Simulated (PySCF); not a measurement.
Two species compared at the same levels of theory.

First species: Cu(NH3)(NH2) (singlet state).
Cartesian coordinates in Å at the PBE0-D3(BJ)/def2-SVP level; atoms count from 1:
```
atom  x, y, z in Å
Cu1   -0.0004   -0.0697   -0.3371
N2    -0.0059   -0.0271    1.6135
H3     0.0470    0.9238    1.9815
H4     0.7829   -0.5429    2.0073
H5    -0.8541   -0.4476    1.9971
N6     0.0032   -0.2685   -2.1474
H7     0.8170    0.2026   -2.5528
H8    -0.7896    0.2294   -2.5621
```

Second species: ZrH2(OMe)2, C2H8O2Zr (singlet state).
Bonds: Zr1–O4, Zr1–O9, O4–C5, O9–C10. Hydrogens: H2, H3 on Zr1; H6, H7, H8 on C5; H11, H12, H13 on C10.

Levels: PBE0/def2-SVPD for dipole moment, HOMO energy, LUMO energy, HOMO–LUMO gap and static isotropic polarisability; TDDFT PBE0/def2-SVPD for lowest singlet excitation; TDA PBE0/def2-SVPD for lowest triplet excitation (Tamm–Dancoff); PBE0-D3(BJ)/def2-SVP for rotational constant A and rotational constant C. Geometries: PBE0-D3(BJ)/def2-SVP. All species are isolated and taken at one optimised geometry (atoms past krypton carry core potentials, spin–orbit coupling is left out); the electronic structure was computed with PySCF and density fitting.

```
                                property     column X   column Y
                           dipole moment       6.86 D     3.08 D
                             HOMO energy     -4.99 eV   -7.44 eV
                             LUMO energy     -0.66 eV   -1.23 eV
                           HOMO–LUMO gap      4.33 eV    6.21 eV
               lowest singlet excitation      3.37 eV    4.37 eV
lowest triplet excitation (Tamm–Dancoff)      3.03 eV    3.94 eV
         static isotropic polarisability      50.0 au    84.7 au
                   rotational constant A  111.976 GHz  4.494 GHz
                   rotational constant C    3.941 GHz  1.240 GHz
```

Problem. Which column belongs to which species?

Solution. Column X is the first species and column Y the second. The first has 8 atoms and 48 electrons, the second 13 and 76.

Problem. How does each property change from the first species to the second?

Solution. dipole moment -3.78 D; HOMO energy -2.45 eV; LUMO energy -0.57 eV; HOMO–LUMO gap +1.88 eV; lowest singlet excitation +1.00 eV; lowest triplet excitation (Tamm–Dancoff) +0.91 eV; static isotropic polarisability +34.7 au; rotational constant A -107.482 GHz; rotational constant C -2.701 GHz.

On the first: The polarisability is 7.41 Å³ as a volume (1 au = 0.148185 Å³), or 1.04 au for each of the 48 electrons. The vertical singlet–triplet gap S1 − T1 is 0.34 eV (TDDFT singlet less Tamm–Dancoff triplet; S1: HOMO→LUMO, weight 0.95; T1: HOMO→LUMO, weight 0.87).

On the second: S1 lies 1.84 eV below the HOMO–LUMO gap; its leading configuration is HOMO→LUMO, weight 0.97. The vertical singlet–triplet gap S1 − T1 is 0.43 eV (TDDFT singlet less Tamm–Dancoff triplet; S1: HOMO→LUMO, weight 0.97; T1: HOMO→LUMO, weight 0.96). Atoms past krypton carry effective core potentials; spin–orbit coupling is left out.
